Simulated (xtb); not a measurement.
AsGa, triplet, at a GFN2-xTB geometry (such geometries of metal compounds can be far from the true shape). Base run: GFN2-xTB run with xtb 6.7.1.

Here is a job for xtb.
```
$ xtb mol.xyz --gfn 2 --uhf 2 --json

# file mol.xyz
2

Ga    -0.00000000    -0.00000000    -1.21454477
As     0.00000000     0.00000000     1.14093600
```

Each row names what was changed in the base input (with any setting that the change needs).

```csv
change,ΔE vs base (kcal/mol),dipole (D),G_solv (kcal/mol),SCF cycles
base,0.000,4.84,-,10
etemp = 3000,-9.21,4.39,-,11
etemp = 5000,-17.49,4.10,-,11
gbsa = thf,-4.92,4.97,-4.97,10
acc = 30,0.000,4.84,-,9
alpb = methanol,-6.06,4.94,-6.09,10
gbsa = toluene,-4.31,4.96,-4.34,10
file = coord,0.000,4.84,-,10
etemp = 10000,-47.46,2.88,-,10
```

ALPB and GBSA are two models with their own fitted parameters for each solvent, which aren't always the measured dielectric constant.
